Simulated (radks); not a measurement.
Values are calculated unless marked as measured or tabulated.
Excited configurations of neutral osmium: one electron is placed in a higher orbital outside [Xe] 4f14 5d6 6s1. The ground configuration is [Xe] 4f14 5d6 6s2. Level of theory: scalar-relativistic Kohn-Sham, PBE, spin-polarised, spherical densities, point nucleus; open shells are filled with parallel spins first (spin-orbit coupling, left out, can overturn this in heavy ions) (a radial shooting solver on a logarithmic mesh with Libxc functionals). Excitation = E - E(ground); binding = E(ion) - E, where the ion is the core of charge +1; n* = 1/sqrt(2 binding) in atomic units, and the quantum defect is n - n*.

outer orbital  excitation (eV)  binding (eV)     n*  quantum defect  eigenvalue (eV)  <r> (bohr)
5f                       7.436         0.970  3.745           1.255           -0.477       16.53
6p                       3.411         4.995  1.650           4.350           -2.514       4.164
6d                       6.710         1.697  2.832           3.168           -0.796       9.885
6f                       7.725         0.681  4.470           1.530           -0.405       27.86
7s                       5.643         2.763  2.219           4.781           -1.675       8.054
7d                       7.325         1.081  3.548           3.452           -0.623       18.42
7f                       7.907         0.499  5.220           1.780           -0.321       41.62

Estimate the row for 7p.

Answer. excitation (eV) 6.466; binding (eV) 1.940; n* 2.648; quantum defect 4.352; eigenvalue (eV) -1.150; <r> (bohr) 10.63. The Delta-SCF ionisation energy is 8.406 eV (NIST Atomic Spectra Database: 8.438 eV, measured). Self-interaction in the functional shifts the binding energies and quantum defects, so they are the method's values and not measured ones. Open shells are spherical and high-spin; term and fine-structure splittings are not resolved. Spin-orbit splitting is averaged out at the scalar-relativistic level.
